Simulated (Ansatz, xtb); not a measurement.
# Relative energy of two isomers of C2H7NOSi

We compare a, `N[C@@]1([SiH3])CO1`, a singlet, with b, `N[C@@H]1O[C@@H]1[SiH3]`, a singlet. Both are isolated molecules in the gas phase, relaxed with PBE0-D3(BJ)/def2-SVP; the shapes shown needn't be the lowest conformers.

a (Å):

| atom | x (Å) | y (Å) | z (Å) |
| --- | --- | --- | --- |
| C | -1.0150 | 0.7734 | 1.1570 |
| C | -1.9352 | 0.0309 | 2.0228 |
| N | -1.2785 | 2.1227 | 0.8464 |
| O | -1.8995 | -0.2491 | 0.6432 |
| Si | 0.8148 | 0.2844 | 1.1067 |
| H | -0.9818 | 2.3531 | -0.0994 |
| H | -2.2648 | 2.3579 | 0.9350 |
| H | 1.6046 | 1.0696 | 2.1008 |
| H | 0.9303 | -1.1718 | 1.4081 |
| H | 1.3477 | 0.5609 | -0.2627 |
| H | -2.8372 | 0.5458 | 2.3853 |
| H | -1.5710 | -0.7607 | 2.6933 |

b (Å):

```tsv
atom	x (Å)	y (Å)	z (Å)
C	-1.5289	-0.0139	0.4862
C	-0.2434	-0.1178	1.1866
N	-2.2341	1.1908	0.3332
O	-1.4507	-0.6665	1.7423
Si	0.5617	1.2860	2.1575
H	-3.2269	1.0210	0.1932
H	-2.1254	1.8021	1.1383
H	-1.6964	-0.7034	-0.3527
H	0.4577	-0.8806	0.8093
H	1.6720	1.8868	1.3585
H	1.1121	0.7475	3.4358
H	-0.4420	2.3447	2.4803
```

Quicker runs give these differences E(b) − E(a): GFN2-xTB +0.18 kcal/mol; HF/STO-3G +0.07 kcal/mol (at GFN2-xTB geometries); r2SCAN-D4/def2-SVP −0.30 kcal/mol (at GFN2-xTB geometries).

Question: Which of the two would you expect CCSD(T)/def2-SVP + ΔMP2/def2-TZVPP electronic energies to favour?

Answer: Too close to call at this level: CCSD(T)/def2-SVP + ΔMP2/def2-TZVPP gives E(b) − E(a) = −0.71 kcal/mol.

The same difference at several levels:

```tsv
level	geometry	E(b) − E(a) (kcal/mol)	departure from the last row (kcal/mol)	job, with rough time for the two
GFN2-xTB	GFN2-xTB	+0.18	+0.90	optimisation, 0.2 s
HF/STO-3G	GFN2-xTB	+0.07	+0.78	single point, 0.52 s
r2SCAN-D4/def2-SVP	GFN2-xTB	−0.30	+0.41	single point, 3.6 s
PBE0-D3(BJ)/def2-SVP	PBE0-D3(BJ)/def2-SVP	−0.77	−0.06	optimisation, 52 s
HF/def2-SVP	PBE0-D3(BJ)/def2-SVP	−1.01	−0.29	part of the CCSD(T) run
MP2/def2-SVP	PBE0-D3(BJ)/def2-SVP	−0.11	+0.60	part of the CCSD(T) run
CCSD(T)/def2-SVP	PBE0-D3(BJ)/def2-SVP	−0.25	+0.46	single point
CCSD(T)/def2-SVP + ΔMP2/def2-TZVPP	PBE0-D3(BJ)/def2-SVP	−0.71		single point, 34 s
```

As drawn, both hold the same kinds of bond in the same numbers.

The largest departure from CCSD(T)/def2-SVP + ΔMP2/def2-TZVPP is that of GFN2-xTB, 0.90 kcal/mol. The last row adds to CCSD(T) the change of the MP2 difference between the two basis sets, here −0.46 kcal/mol.

With harmonic frequencies from PBE0-D3(BJ)/def2-SVP (ideal gas, rigid rotor, one conformer each, 298.15 K, 1 atm): on the last row, ΔE + ΔZPE = −0.36, ΔH = −0.40, ΔG = −0.42 kcal/mol.

The correlated steps freeze 9 core orbitals. Programs: Ansatz 0.2.0, xtb 6.7.1; the last row on 2 threads of Intel(R) Xeon(R) Platinum 8259CL CPU @ 2.50GHz (Skylake/Cascade Lake) on a shared host.
